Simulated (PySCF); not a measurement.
**Distorted geometries of [OsO3Cl]−**

[OsO3Cl]− (triplet). PySCF 2.14.0, UKS B3LYP, Os def2-SVP with ECP60, O def2-SVP, Cl def2-SVP; non-relativistic Hamiltonian with scalar-relativistic core potentials where named; density fitting; no spin-orbit coupling. Relaxed geometry:

```xyz
5

Os    0.1543   -0.1970    0.0544
O     0.9646    1.0719    0.9832
O    -1.1695   -0.9830    0.9255
O     1.2041   -1.2604   -0.8325
Cl   -1.3144    1.3540   -1.0452
```

Q: Order these distorted geometries by energy above the relaxed one, lowest first.
A.
```xyz
5

Os    0.1556   -0.2177    0.0680
O     1.0860    1.0308    0.9635
O    -1.1566   -0.9403    0.8936
O     1.0394   -1.2260   -0.7887
Cl   -1.2852    1.3387   -1.0510
```
B.
```xyz
5

Os    0.0918   -0.2906    0.0217
O     1.0804    1.0749    1.0126
O    -1.2285   -0.8599    0.9873
O     1.3888   -1.2278   -0.7593
Cl   -1.4932    1.2890   -1.1770
```
C.
```xyz
5

Os   -0.0105   -0.3098    0.1816
O     0.7895    1.1482    1.0556
O    -0.8597   -1.0518    0.9075
O     1.0528   -1.2880   -0.9132
Cl   -1.1330    1.4869   -1.1461
```

A: A (0.76 eV), B (0.89 eV), C (7.78 eV).

Q: Which forces (eV/Å) act in the one that lies 0.89 eV up?

A: 
```
Os   5.20  3.59  1.28
O   -2.73 -3.11 -2.36
O   -0.59 -0.63  0.13
O   -2.27  0.62  0.71
Cl   0.38 -0.48  0.23
```
Forces carry noise of the integration grid, about 0.01 to 0.03 eV/Å.

Open shells may have lower solutions than the one found.
